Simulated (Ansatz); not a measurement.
Program: Ansatz. Geometries: PBE0-D4/def2-TZVP. ΔE: electronic, gas phase. CCSD(T)/CBS is the MP2 limit (def2-TZVPP, def2-QZVPP) plus CCSD(T) − MP2 in def2-TZVPP, frozen cores. This one scheme is used for every species. Functionals use def2-TZVPP. Each species was taken in one conformer, which may not be the lowest.

Reaction (cleavage of the B–Si bond): `CB[SiH2]C` + `N[SiH3]` → `CBN[SiH3]` + `C[SiH3]`

| level | ΔE (kJ/mol) |
| --- | --- |
| B2PLYP | -164.1 |
| HF/def2-TZVPP | -164.6 |
| CCSD(T)/def2-TZVPP | -162.7 |
| HF/def2-QZVPP | -164.8 |

Task: What does CCSD(T)/CBS give? (An estimate is asked.)

Result: Ansatz gave: -160.3 kJ/mol. The listed levels differ from it by -3.8, -4.3, -2.4, -4.5 kJ/mol.

Largest T1 diagnostic among the species: 0.012.
